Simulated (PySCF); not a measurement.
## UHF on Ni²⁺ (nickel, charge +2)

Configuration: [Ar] 3d8, high-spin 3F determinant. All numbers are calculated (PySCF 2.14, the spin-free X2C one-electron Hamiltonian (Gaussian nucleus), in x2c-TZVPall (6s5p4d1f, 48 functions)).

```
Total energy                        : -1518.233252 hartree
One-electron energy                 : -2089.1740 hartree
Hartree (Coulomb) energy            : 633.0852 hartree
Exchange energy                     : -62.1444 hartree
⟨S²⟩                                : 2.0025
⟨L²⟩                                : 12.018
Sum of ⟨r⟩                          : 15.65 bohr
Sum of ⟨r²⟩                         : 15.35 bohr²
Langevin diamagnetic susceptibility : -12.2 ×10⁻⁶ cm³/mol
Time after the integrals            : 0.19 s of wall time on 1 thread of Neoverse-V2 (shared host)
```

```csv
shell,electrons,mean orbital energy (hartree),spread (hartree),"rms radius, mean of both spins (bohr)"
1s α,1,-309.51547,0,0.0624
1s β,1,-309.51390,0,0.0624
2s α,1,-39.36937,0,0.265
2s β,1,-39.29534,0,0.265
2p α,3,-33.83228,0,0.238
2p β,3,-33.75877,0,0.238
3s α,1,-5.81130,0,0.796
3s β,1,-5.61214,0,0.796
3p α,3,-4.14016,0,0.848
3p β,3,-3.90068,0,0.848
3d α,5,-1.44630,0.05373,1.08
3d β,3,-1.34927,0,1.08
```

Densities and radii are taken from the X2C orbitals without a picture-change correction, which distorts them close to the nucleus.
